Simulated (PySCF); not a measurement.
Al(Me)2(OiPr), SMILES [CH3][Al]([CH3])[O]C(C)C (GFN2-xTB optimised geometry):

```
20

Al    -1.295    -0.013     0.000
C     -2.222     1.759     0.000
H     -1.895     2.384     0.836
H     -3.307     1.667     0.068
H     -2.004     2.329    -0.908
C     -2.222    -1.786    -0.026
H     -1.924    -2.383    -0.892
H     -3.308    -1.694    -0.054
H     -1.970    -2.384     0.855
O      0.356    -0.013     0.000
C      1.747    -0.019     0.099
C      2.215    -1.296     0.797
C      2.223     1.222     0.853
H      2.161     0.002    -0.920
H      1.809    -1.329     1.806
H      3.300    -1.327     0.845
H      1.855    -2.165     0.251
H      1.863     2.117     0.350
H      1.823     1.209     1.865
H      3.308     1.247     0.897
```

Level of theory: CAM-B3LYP/def2-SVP (PySCF 2.14.0).

What are the frontier orbital energies and the dipole moment?

HOMO-2 -9.61 eV, HOMO-1 -9.31 eV, HOMO -8.37 eV, LUMO 1.14 eV, LUMO+1 1.52 eV; dipole moment 0.69 D.

Meta-Löwdin charges at CAM-B3LYP/def2-SVP: Al1 0.92, C2 -0.60, H3 0.11, H4 0.10, H5 0.11, C6 -0.60, H7 0.11, H8 0.10, H9 0.11, O10 -0.61, C11 0.19, C12 -0.29, C13 -0.29, H14 0.08, H15 0.09, H16 0.09, H17 0.10, H18 0.10, H19 0.09, H20 0.09.
